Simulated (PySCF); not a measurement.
A PySCF script (with the pyscf-properties extension) for the NMR shieldings of `InChI=1S/C2H11N3O3Si2/c1-2(6)8-10(7)5-9(3)4/h5,7,9-10H,3-4H2,1H3/t10-/m0/s1`, on a GFN2-xTB geometry:

```python
import basis_set_exchange as bse
import numpy as np
from pyscf import gto, dft
from pyscf.prop import nmr

atoms = """
C     4.098294   -0.238427   -0.077272
C     2.812504    0.508181   -0.319481
O     2.760280    1.689432   -0.566379
O     1.746255   -0.250884   -0.214443
Si    0.199711    0.370546   -0.420713
O     0.042209    1.848219    0.222597
N    -0.785939   -0.736050    0.409702
Si   -2.446516   -0.435715    0.844657
N    -3.068178    0.964977    0.051146
N    -3.263845   -1.905760    0.467066
H     3.992577   -1.275245   -0.381822
H     4.913094    0.242609   -0.610914
H     4.315823   -0.209457    0.989305
H    -0.014397    0.419911   -1.866397
H     0.797014    2.431666    0.112910
H    -0.393877   -1.623380    0.668231
H    -2.590001   -0.203275    2.278607
H    -3.252259    0.901367   -0.938454
H    -2.556910    1.815979    0.225305
H    -3.062374   -2.357952   -0.410166
H    -4.252384   -1.939799    0.647952
"""
names = dict.fromkeys(["C", "O", "Si", "N", "H"], "pcSseg-1")
basis = {el: gto.basis.parse(bse.get_basis(n, elements=[el], fmt="nwchem")) for el, n in names.items()}
mol = gto.M(atom=atoms, basis=basis, charge=0, verbose=0)
mf = dft.RKS(mol, xc="PBE0")
mf.grids.level = 2
mf.grids.alignment = dft.numint.BLKSIZE   # the property module wants whole blocks of grid points
mf.conv_tol = 1e-9
mf.kernel()

calc = nmr.RKS(mf)   # GIAO
C = mf.mo_coeff
Co = C[:, mf.mo_occ > 0]
resp = mf.gen_response(singlet=True, hermi=2)
def vind(x):   # induced exchange potential for any number of trial vectors
    d = np.einsum("pi,xij,qj->xpq", C, 2 * x.reshape(-1, C.shape[1], Co.shape[1]), Co, optimize=True)
    return np.einsum("xpq,pi,qj->xij", resp(d - d.transpose(0, 2, 1)), C, Co, optimize=True).ravel()
mo1, _ = nmr.rhf.solve_mo1(calc, with_cphf=vind)
sigma = calc.kernel(mo1)
for i, s in enumerate(sigma):   # ppm
    print("%2d %-2s %9.2f" % (i, mol.atom_pure_symbol(i), np.trace(s) / 3))
```

Task: Give the expected output.

Result: 
```
 0 C     162.10
 1 C       7.67
 2 O    -106.70
 3 O      95.84
 4 Si    389.74
 5 O     265.27
 6 N     214.67
 7 Si    382.71
 8 N     232.25
 9 N     242.88
10 H      29.68
11 H      29.72
12 H      29.26
13 H      26.47
14 H      27.93
15 H      30.59
16 H      26.72
17 H      31.32
18 H      30.69
19 H      31.20
20 H      31.45
```

These numbers come from an equivalent density-fitted implementation of the same equations, which agrees with the script to about 0.01 ppm for H and up to a few tenths of a ppm for heavy atoms, so last digits may differ.

Task: Turn these shieldings into chemical shifts. Referencing at the same level of theory: $^{13}$C (186.93 ppm), $^{29}$Si (349.16 ppm), $^{1}$H (31.72 ppm) vs TMS; $^{17}$O (336.08 ppm) against H2O; NH3 for $^{15}$N (267.73 ppm).

Result: Averaging equivalent atoms: C 1: 179.3; C 0: 24.8; O 2: 442.8; O 3: 240.2; O 5: 70.8; Si 7: -33.5; Si 4: -40.6; N 6: 53.1; N 8: 35.5; N 9: 24.8; H 13: 5.25; H 16: 5.00; H 14: 3.79; H 10/11/12: 2.16; H 15: 1.13; H 17/18: 0.71; H 19/20: 0.39 ppm. Unscaled 17O shifts of doubly bonded oxygen tend to come out too high, by tens of ppm or more. Experimental scales use liquid or dissolved standards, which lie at an offset from isolated NH3 (liquid NH3: subtract about 20 ppm) and H2O (liquid H2O: subtract about 36 ppm).

Size and cost of the density-fitted run: 239 basis functions, 78 s wall time on 1 thread of an Arm Neoverse V1, shared host; peak memory 1.1 GiB.
